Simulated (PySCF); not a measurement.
## Radial density of C⁺ (carbon, charge +1)

PBE0, [He] 2s2 2p1, 2P determinant. Computed with PySCF 2.14 in jorge-DZP-DKH, with scalar relativity by spin-free X2C-1e.

| r (bohr) | 4πr²ρ (e/bohr) | 4πr²(ρα − ρβ) |
| --- | --- | --- |
| 0.00383 | 0.02287 | 0.0000 |
| 0.00644 | 0.06334 | 0.0000 |
| 0.0108 | 0.1701 | 0.0000 |
| 0.0182 | 0.4354 | -0.0001 |
| 0.0306 | 1.058 | -0.0001 |
| 0.0515 | 2.325 | 0.0000 |
| 0.0867 | 4.338 | 0.0014 |
| 0.146 | 6.124 | 0.0102 |
| 0.245 | 5.488 | 0.0496 |
| 0.412 | 2.508 | 0.1772 |
| 0.694 | 1.450 | 0.4597 |
| 1.17 | 2.101 | 0.6408 |
| 1.96 | 1.021 | 0.3324 |
| 3.30 | 0.1006 | 0.0332 |
| 5.55 | 0.0009406 | 0.0007 |

Densities and radii are taken from the X2C orbitals without a picture-change correction, which distorts them close to the nucleus.
